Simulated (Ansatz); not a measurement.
Start from `O=CC(O)[SiH2]O` and change one atom or group to get `OC[SiH2]O`.

Ansatz, PBE0-D4/def2-TZVP geometries, multiplicity 1. Each molecule was computed in one conformer, which needn't be the lowest.

| property | `O=CC(O)[SiH2]O` |
| --- | --- |
| HOMO–LUMO gap (ωB97M-V/def2-TZVPP) / eV | 11.04 |
| HOMO energy (B3LYP/def2-TZVPP) / eV | -7.59 |
| HOMO energy (ωB97M-V/def2-TZVPP) / eV | -10.09 |
| size of the dipole moment (ωB97M-V/def2-TZVPP) / D | 1.23 |
| HOMO–LUMO gap (B3LYP/def2-TZVPP) / eV | 6.10 |
| size of the dipole moment (PBE/def2-TZVPP) / D | 1.09 |

(1) Give the same properties after the change, and the shifts. (An estimate is asked.)

Answers

(1) Computed: 
```json
{"property": "HOMO–LUMO gap (ωB97M-V/def2-TZVPP) / eV", "`OC[SiH2]O`": "11.39", "shift": "0.35"}
{"property": "HOMO energy (B3LYP/def2-TZVPP) / eV", "`OC[SiH2]O`": "-7.25", "shift": "0.34"}
{"property": "HOMO energy (ωB97M-V/def2-TZVPP) / eV", "`OC[SiH2]O`": "-9.82", "shift": "0.27"}
{"property": "size of the dipole moment (ωB97M-V/def2-TZVPP) / D", "`OC[SiH2]O`": "2.47", "shift": "1.24"}
{"property": "HOMO–LUMO gap (B3LYP/def2-TZVPP) / eV", "`OC[SiH2]O`": "6.93", "shift": "0.83"}
{"property": "size of the dipole moment (PBE/def2-TZVPP) / D", "`OC[SiH2]O`": "2.31", "shift": "1.22"}
```

With PBE0 the HOMO rises by 0.34 eV and the LUMO rises by 1.21 eV, so the gap widens by about 0.87 eV. PBE moves the HOMO by 0.40 eV and ωB97M-V by 0.27 eV. Dipoles are sizes alone; their direction can turn.

B3LYP here is the variant with VWN-RPA as its local correlation; programs differ in this.
